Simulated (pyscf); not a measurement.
`[CH3][In]([CH3])[Cl]`, singlet

Gas-phase minimum from PySCF at ωB97X-D3(BJ)/def2-SVP, one conformer. 

SMILES: [Cl][In]([CH3])[CH3]
```xyz
10

C      0.1695     0.4652    -2.2300
In     0.1272     0.6108    -0.0979
C      1.2995    -0.0799     1.5504
Cl    -1.7193     1.9043     0.6403
H      0.4300     1.4494    -2.6492
H      0.9009    -0.2770    -2.5804
H     -0.8320     0.1933    -2.5946
H      2.0975    -0.7663     1.2332
H      1.7509     0.7869     2.0569
H      0.6433    -0.5914     2.2704
```

Bond lengths (Å): C1–In2 2.137, C1–H5 1.101, C1–H6 1.099, C1–H7 1.100, In2–C3 2.137, In2–Cl4 2.372, C3–H8 1.099, C3–H9 1.101, C3–H10 1.100. Angles (°): In2–C1–H5 108.9, In2–C1–H6 112.2, In2–C1–H7 109.2, H5–C1–H6 109.0, H5–C1–H7 108.1, H6–C1–H7 109.5, C1–In2–C3 137.4, C1–In2–Cl4 111.3, C3–In2–Cl4 111.3, In2–C3–H8 112.2, In2–C3–H9 109.0, In2–C3–H10 109.1, H8–C3–H9 109.1, H8–C3–H10 109.4 (the first ones only).

Properties at ωB97X-D3(BJ)/def2-SVP:

* **Harmonic wavenumbers, unscaled**: 26, 34, 117, 118, 127, 361, 510, 554, 656, 714, 735, 759, 1217, 1220, 1442, 1443, 1446, 1446, 3078, 3079, 3186, 3187, 3197, 3198 cm⁻¹
* **Zero-point energy**: 45.5 kcal/mol
* **Rotational symmetry number**: 1
* **Entropy of this conformer at 298 K and 1 atm, rigid rotor and harmonic oscillator, modes under 100 cm⁻¹ raised to 100**: 371.3 J/(mol K)
* **Dipole moment**: 3.56 D

Single-point totals, which compare only within one level:

```
level                   total energy (hartree)
----------------------  ----------------------
ωB97X-D3(BJ)/def2-TZVP              -730.38798
PBE/def2-TZVP                       -729.94858
r²SCAN/def2-TZVP                    -730.24360
B3LYP-D3(BJ)/def2-TZVP              -730.35687
PBE0-D3(BJ)/def2-TZVP               -730.00798
M06-2X/def2-TZVP                    -730.12594
ωB97M-D3(BJ)/def2-TZVP              -730.35257
```

The lowest mode is so soft that the shape along it may change with the basis. Soft torsions are taken as harmonic, which can shift the entropy by several J/(mol K). Elements past Kr carry the def2 core potentials, without spin-orbit coupling.
